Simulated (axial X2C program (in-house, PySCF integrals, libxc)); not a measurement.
BeCl⁺: from the spin-free to the two-component result

All values were computed with an in-house all-electron X2C program for linear molecules (integrals from PySCF). Spin-free means the one-electron spin-free X2C Hamiltonian; two-component (2c) means X2C with spin–orbit coupling and atomic mean-field two-electron Coulomb and Gaunt terms, so the difference of the two also holds small scalar two-electron terms. Basis: Cl dyall-av3z [9s8p3d2f], Be dyall-cv3z [8s8p3d1f] (cores contracted in-house); Gaussian nuclei, density fitting, unrestricted open shells. Masses: Cl 34.969 u, Be 9.012 u.

Spin-free state: M_S = 0, Λ = 0 (closed shell); fragments Cl + Be+.

```tsv
level	Re (Å)	ωe (cm⁻¹)	De (eV)	μ (D)
PBE0	1.716	1021.0	4.494	7.99
HF	1.719	1033.2	3.087	8.56
MP2	1.727	1016.1	4.521	n/a
CCSD	1.725	1015.2	4.343	n/a
CCSD(T)	1.728	1007.8	4.457	n/a
M06	1.719	1015.8	4.682	8.06
```

Correlated methods: 8 electrons correlated (number of frozen shells: Cl 2 s, 1 p; Be 1 s), 176 virtual spin orbitals or spinors in MP2, 90 natural virtuals in coupled cluster.

Dipoles are positive if Be is the positive end and refer to the centre of mass.

Two-component determinant lowest at the distance of the search:

Ω = 0 (closed shell); fragments Cl + Be+.

```csv
level,Re (Å),ωe (cm⁻¹),De (eV),μ (D)
PBE0,1.716,1020.7,4.489,7.99
HF,1.719,1032.9,3.027,8.56
MP2,1.727,1015.8,4.484,n/a
CCSD,1.725,1014.9,4.307,n/a
CCSD(T),1.728,1007.5,4.422,n/a
M06,1.719,1015.5,4.645,8.06
```

(1) From the two tables, how do the constants change at the CCSD(T) level (2c against spin-free)?

Occupations by symmetry block were frozen at the best pattern of an incomplete PBE0 search. The closed shell is kept restricted, so the energy runs too high when the bond is stretched far. De is counted from the lowest determinant-based energies of the atoms at the same level, without counterpoise correction. CCSD and (T) use frozen natural virtuals with an MP2 correction for the truncation; (T) itself is uncorrected, so its De runs slightly low. In 2c an atomic determinant is not the ground J level, so De misses part of the atomic spin–orbit lowering. This holds for PBE0. Without a current term, density functionals place determinants with orbital angular momentum somewhat too high.

## Answers

(1) At the CCSD(T) level Re is unchanged within 0.001 Å and ωe drops by 0.3 cm⁻¹; De changes by -0.035 eV.
